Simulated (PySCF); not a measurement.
NP, charge -1, doublet, at a GFN2-xTB geometry (a state made from the parent by changing its charge; the spin is typed, not shown lowest), with bond 2-1 at 1.3 times its length; HF/pcseg-1 in PySCF.

The PySCF input:
```python
from pyscf import gto, scf

mol = gto.Mole()
mol.atom = '''
    N    -0.00000000   -0.00000000   -1.03321469
    P     0.00000000    0.00000000    0.93678131
'''
mol.basis = 'pcseg-1'
mol.charge = -1
mol.spin = 1
mol.verbose = 4
mol.build()

mf = scf.UHF(mol)
mf.kernel()
```

Output, abridged:

```
PySCF version 2.14.0

[INPUT] verbose = 4
[INPUT] num. atoms = 2
[INPUT] num. electrons = 23
[INPUT] charge = -1
[INPUT] spin (= nelec alpha-beta = 2S) = 1
[INPUT] symmetry False subgroup None
[INPUT] Mole.unit = angstrom
[INPUT] Symbol           X                Y                Z      unit          X                Y                Z       unit  Magmom
[INPUT]  1 N      0.000000000000   0.000000000000  -1.033214690000 AA    0.000000000000   0.000000000000  -1.952492791977 Bohr   0.0
[INPUT]  2 P      0.000000000000   0.000000000000   0.936781310000 AA    0.000000000000   0.000000000000   1.770260114511 Bohr   0.0

nuclear repulsion = 28.2049339930639
number of shells = 6
number of NR pGTOs = 69
number of NR cGTOs = 32
basis = pcseg-1
ecp = {}

******** <class 'pyscf.scf.uhf.UHF'> ********
method = UHF
initial guess = minao
damping factor = 0
level_shift factor = 0
DIIS = <class 'pyscf.scf.diis.CDIIS'>
diis_start_cycle = 1
diis_space = 8
diis_damp = 0
SCF conv_tol = 1e-09
SCF conv_tol_grad = None
SCF max_cycles = 50
direct_scf = True
direct_scf_tol = 1e-13
number electrons alpha = 12  beta = 11
Set gradient conv threshold to 3.16228e-05
init E= -394.353322664993

cycle= 1 E= -394.939612178786  delta_E= -0.586  |g|= 0.186  |ddm|= 1.28
cycle= 2 E= -394.928988592591  delta_E= 0.0106  |g|= 0.289  |ddm|= 0.387
cycle= 3 E= -394.973882412081  delta_E= -0.0449  |g|= 0.0466  |ddm|= 0.227
cycle= 4 E= -394.978677431162  delta_E= -0.0048  |g|= 0.0309  |ddm|= 0.109
cycle= 5 E= -394.981671595797  delta_E= -0.00299  |g|= 0.0258  |ddm|= 0.0781
cycle= 6 E= -394.983389168604  delta_E= -0.00172  |g|= 0.0276  |ddm|= 0.0392
cycle= 7 E= -394.980662863306  delta_E= 0.00273  |g|= 0.0207  |ddm|= 0.0813
cycle= 8 E= -394.982336952694  delta_E= -0.00167  |g|= 0.0176  |ddm|= 0.0843
cycle= 9 E= -394.982677851402  delta_E= -0.000341  |g|= 0.0176  |ddm|= 0.0118
cycle= 10 E= -394.979932321877  delta_E= 0.00275  |g|= 0.0114  |ddm|= 0.123
cycle= 11 E= -394.979012052212  delta_E= 0.00092  |g|= 0.00493  |ddm|= 0.125
cycle= 12 E= -394.979049067854  delta_E= -3.7e-05  |g|= 0.00354  |ddm|= 0.0212
cycle= 13 E= -394.979075738492  delta_E= -2.67e-05  |g|= 0.00259  |ddm|= 0.0137
cycle= 14 E= -394.979094790526  delta_E= -1.91e-05  |g|= 0.00184  |ddm|= 0.0143
cycle= 15 E= -394.979114969771  delta_E= -2.02e-05  |g|= 0.00112  |ddm|= 0.0133
cycle= 16 E= -394.979122125519  delta_E= -7.16e-06  |g|= 0.000813  |ddm|= 0.0085
cycle= 17 E= -394.979125008962  delta_E= -2.88e-06  |g|= 0.000786  |ddm|= 0.00381
cycle= 18 E= -394.979123252913  delta_E= 1.76e-06  |g|= 0.000616  |ddm|= 0.00176
cycle= 19 E= -394.979121321295  delta_E= 1.93e-06  |g|= 0.000233  |ddm|= 0.0034
cycle= 20 E= -394.979121282115  delta_E= 3.92e-08  |g|= 7.18e-05  |ddm|= 0.00164
cycle= 21 E= -394.979121289667  delta_E= -7.55e-09  |g|= 2.53e-05  |ddm|= 0.000387
cycle= 22 E= -394.979121289985  delta_E= -3.18e-10  |g|= 9.8e-06  |ddm|= 0.000107
Extra cycle  E= -394.979121290165  delta_E= -1.8e-10  |g|= 7.86e-06  |ddm|= 2.38e-05
converged SCF energy = -394.979121290165  <S^2> = 0.78096042  2S+1 = 2.0307244
```
